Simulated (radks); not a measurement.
Excited configurations of Sr: one electron is placed in a higher orbital outside [Kr] 5s1. The ground configuration is [Kr] 5s2. Calculated with a radial shooting solver on a logarithmic mesh with Libxc functionals: Dirac Kohn-Sham, PBE, spin-unpolarised, spherical densities, finite nucleus; open shells fill j = l - 1/2 first; Fermi nuclear charge, rms radius 4.224 fm. Excitation = E - E(ground); binding = E(ion) - E, where the ion is the core of charge +1; n* = 1/sqrt(2 binding) in atomic units, and the quantum defect is n - n*.

outer orbital  excitation (eV)  binding (eV)     n*  quantum defect  eigenvalue (eV)  <r> (bohr)
4d3/2                    2.303         3.582  1.949           2.051           -0.918       4.037
5p1/2                    2.252         3.633  1.935           3.065           -1.849       5.614
5f5/2                    5.230         0.655  4.557           0.443           -0.367       28.19
6s1/2                    3.762         2.123  2.532           3.468           -1.262       10.24
6p1/2                    4.286         1.599  2.917           3.083           -0.927       12.84
6d3/2                    4.952         0.933  3.819           2.181           -0.533       21.20
6f5/2                    5.405         0.480  5.325           0.675           -0.293       41.91
7s1/2                    4.709         1.176  3.401           3.599           -0.728       18.89
7p1/2                    4.938         0.947  3.791           3.209           -0.589       22.62
7d3/2                    5.255         0.630  4.647           2.353           -0.393       33.28

The Delta-SCF ionisation energy is 5.885 eV (NIST Atomic Spectra Database: 5.695 eV, measured). Self-interaction in the functional shifts the binding energies and quantum defects, so they are the method's values and not measured ones. Spin polarisation and multiplet splitting are left out, so open shells lie too high by an amount that depends on their filling.

Beside tabulated values, note that spin-unpolarised runs miss the spin-polarisation part of the exchange energy of open shells.
